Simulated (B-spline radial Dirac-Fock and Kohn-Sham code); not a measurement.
Calculated with an atomic code on a B-spline grid, using Dirac-Fock (average of configuration) total-energy differences with a finite nucleus, the Breit interaction including its frequency dependence, and self-energy and vacuum-polarisation corrections. Free neutral atoms up to Cf, the lines Kα1, Kβ1, Lα1, Lβ1, Lβ2, Lγ1, Lℓ and Mα1 where both subshells are closed (so no Lα of most 3d metals and no Mα of most lanthanides); Na, Y were not searched.

Problem. Pm Lβ1 is computed at 5960.9 eV. Which of the searched lines of other elements lie within 76 eV and could overlap it in an energy-dispersive spectrum?

Solution. Cr Kβ1 at 5943.7 eV (-17); Ho Lℓ at 5935.9 eV (-25); Mn Kα1 at 5896.7 eV (-64).
